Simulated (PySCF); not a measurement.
Isomers of C3H9AlO3. Method used: PBE0-D3(BJ)/def2-SVP geometry optimisation, gas phase (PySCF 2.14.0). Energies are electronic, without zero-point or thermal terms, for one conformer each. No frequencies were run at this level. Point groups hold within 0.08 Å.

Question: Rank from lowest to highest electronic energy at this level (kJ/mol).
A. `[CH3:1][O+:2]([AlH3-:3])[CH2:4][O:5][CH:6]=[O:7]` with C1–O2–C4–O5 -79°, O2–C4–O5–C6 96°, C4–O5–C6–O7 -2°
B. `[CH3:1][O:2][Al:3]([O:4][CH3:5])[O:6][CH3:7]` with C1–O2–Al3–O4 -1°, O2–Al3–O4–C5 180°, O2–Al3–O6–C7 -1°

Answer: B (0.0), A (355.4).

```
             SMILES      E (Eh)  E rel (kJ/mol)  dipole (D)  point group      A, B, C (MHz)
 C[O][Al]([O]C)[O]C  -587.12664             0.0        0.04            –  1877, 1854, 949.4
C[O+]([AlH3-])COC=O  -586.99129           355.4        3.89           C1   4328, 1206, 1060
```

Q: How do the relative energies change in single points at PBE0/pcSseg-1 (no added dispersion term) on the same geometries?

A: 
| SMILES | PBE0-D3(BJ)/def2-SVP (kJ/mol) | PBE0/pcSseg-1 (kJ/mol) | shift |
| --- | --- | --- | --- |
| C[O][Al]([O]C)[O]C | 0.0 | 0.0 | 0.0 |
| C[O+]([AlH3-])COC=O | 355.4 | 362.9 | +7.5 |

Each column counts from its own lowest isomer. The order is unchanged; the largest shift is 7.5 kJ/mol.
